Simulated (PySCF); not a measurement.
C4H5BF2, SMILES C1(=C)C[C@H](B1F)F. Geometry optimised at PBE-D3(BJ)/def2-SVP. The structure was generated by enumeration; whether it is a known compound was not checked.

Computed equilibrium geometry at PBE-D3(BJ)/def2-SVP (PySCF confirms it by a frequency run) as a Z-matrix:
```
C
C 1 1.3482
H 2 1.1027 1 120.83
H 2 1.1045 3 116.73 1 179.74
C 1 1.5341 2 132.00 3 178.07
H 5 1.1105 1 117.73 2 -37.75
H 5 1.1121 6 108.36 1 -127.14
B 1 1.5662 2 139.52 3 6.33
F 8 1.3271 1 135.16 2 -27.04
C 5 1.5666 6 116.97 7 -124.07
F 10 1.3840 5 116.92 6 98.95
H 10 1.1166 11 108.94 5 124.73
```
Charge 0, spin multiplicity 1.
